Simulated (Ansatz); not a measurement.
A search over several starts for the lowest SCF solution of the cluster Nb₂O₄⁻ at the given spin, in a small basis.

```yaml
crystal:
  periodic: [false, false, false]
  atoms:
    - {symbol: Nb, position_ang: [0.210878, 1.422878, 0.343847]}
    - {symbol: Nb, position_ang: [-0.213360, -1.420495, -0.346224]}
    - {symbol: O, position_ang: [0.279101, 2.163872, -1.220303]}
    - {symbol: O, position_ang: [-1.825234, -1.399919, -0.980003]}
    - {symbol: O, position_ang: [1.816171, 1.414753, 0.993889]}
    - {symbol: O, position_ang: [-0.267557, -2.181088, 1.208794]}
basis:
  gaussian: {orbitals: def2-SVP, initial_orbitals: start.molden}
total_charge: -1
magnetization: {spin_polarized: true, initial_magnetization: 1}
hamiltonian: {xc: pbe, dispersion: d4}
output: {orbitals: {seedname: orbitals}}
```

The file start.molden holds the orbitals of an earlier run on this structure, at another level or in another basis.

```sh
$ ansatz run in.yaml --threads 4 --pin off --events-out ev --progress --plain --max-ram 4787MiB
```

Shortened log:

```
Functional definition: PBE
1126 factors; their error is unknown
mean field evaluation 1: about -11206.1875 eV, gradient 1.6e2 eV
mean field evaluation 2: about -11235.2503 eV, gradient 3.9e1 eV
mean field evaluation 4: about -11274.6828 eV, gradient 1.6e1 eV
mean field evaluation 8: about -11281.9253 eV, gradient 7.9e0 eV
mean field evaluation 16: about -11282.5413 eV, gradient 1.1e-2 eV
mean field evaluation 32: about -11282.5412 eV, gradient 9.6e-2 eV
mean field evaluation 64: about -11281.2632 eV, gradient 2.0e0 eV
mean field -11282.54130819 eV, -414.6257454947 hartree, gradient 2.6e-5 eV, S^2 0.780326; 4 other end points of the search recorded, 0 dependent functions left out
reference -11282.54136330 eV, -414.6257475202 hartree; 30, 29 occupied and 88, 89 virtual orbitals, 1126 factors
Total energy: -11282.75544677 eV, -414.6336149425 hartree
```

It took 5.5 s on 4 threads of Intel Xeon on a shared host.

In the def2 sets Nb takes a core potential; there is no spin–orbit coupling. No other spin state of charge -1 was run. Another isomer (doublet) lies 1.01 eV lower at PBE0-D4/def2-TZVPD; other spin states weren't run for this one.
